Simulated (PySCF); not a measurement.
Species: BCl2H5Si2.
Geometry (PBE0-D3(BJ)/def2-SVP, Å), atoms numbered from 1 in this order:
```
atom  x, y, z in Å
Si1    1.712   -0.365   -0.440
Si2   -0.256    0.910   -0.270
B3    -1.699   -0.376    0.293
Cl4   -2.605   -1.278   -0.902
Cl5   -1.989   -0.705    1.986
H6     2.860    0.475   -0.897
H7     2.038   -0.954    0.896
H8     1.499   -1.478   -1.416
H9    -0.551    1.526   -1.601
H10   -0.050    1.987    0.748
```

Method used: core-valence-separated Tamm–Dancoff BHandHLYP/aug-pcX-1 (pcseg-1 on H, def2-SVPD on Si, def2-SVPD on Cl) in PySCF, non-relativistic, gas phase, PBE0-D3(BJ)/def2-SVP geometry. The energies are unshifted.

The lowest roots of each edge with f over 0.003 (five at most, numbered afresh; weaker and dark ones are left out), with transition dipoles (au) in the frame of the coordinates:

```tsv
root	edge	E (eV)	f	μx	μy	μz
1	B	187.66	0.0906	0.0988	-0.0997	-0.0013
2	B	192.88	0.0501	-0.0205	-0.0193	-0.0990
3	B	193.19	0.0295	0.0528	0.0547	-0.0211
4	B	193.69	0.0061	0.0273	0.0214	-0.0093
5	B	194.17	0.0280	0.0552	0.0487	-0.0217
```

Problem. Molecules are fixed in this frame and the field points along x. What effective strengths 3 f cos²θ do the roots have (θ between field and μ)?

Solution. root 1 (B3): 0.135, root 2 (B3): 0.006, root 3 (B3): 0.040, root 4 (B3): 0.011, root 5 (B3): 0.044. Root 1 is the strongest. Averaged over all orientations cos²θ is 1/3, which gives f back.

One conformer stands for the species.
